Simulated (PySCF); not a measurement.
An equivalent PySCF input for B (boron, neutral), [He] 2s2 2p1, 2P determinant, with no relativity, point nucleus:

```python
from pyscf import gto, scf, dft, mp, cc
import basis_set_exchange as bse
mol = gto.M(atom="B 0 0 0", charge=0, spin=1, symmetry="D2h",
            basis=gto.basis.parse(bse.get_basis("6-31G*", elements=["B"], fmt="nwchem", header=False)))
mf = scf.UHF(mol)
mf.irrep_nelec = {'Ag': (2, 2), 'B2u': (1, 0)}
mf.kernel()
```

It reaches the same state as the run whose output follows, and the same energy. The run itself started from symmetry-adapted Hartree-Fock orbitals and held the occupation by maximum overlap, so the iterations belong to that start.

```
SCF conv_tol = 1e-09
number electrons alpha = 3  beta = 2
cycle= 1 E= -24.52178061373  delta_E= -0.00229  |g|= 0.0165  |ddm|= 0.0336
cycle= 2 E= -24.5219554100491  delta_E= -0.000175  |g|= 0.00467  |ddm|= 0.00977
cycle= 3 E= -24.5219716832423  delta_E= -1.63e-05  |g|= 0.000349  |ddm|= 0.00446
cycle= 4 E= -24.5219719223946  delta_E= -2.39e-07  |g|= 6.2e-05  |ddm|= 0.00129
cycle= 5 E= -24.5219719294418  delta_E= -7.05e-09  |g|= 1.2e-05  |ddm|= 0.000263
cycle= 6 E= -24.5219719296633  delta_E= -2.21e-10  |g|= 4.44e-07  |ddm|= 5.52e-05
converged SCF energy = -24.5219719296633  <S^2> = 0.75378417  2S+1 = 2.0037806
```
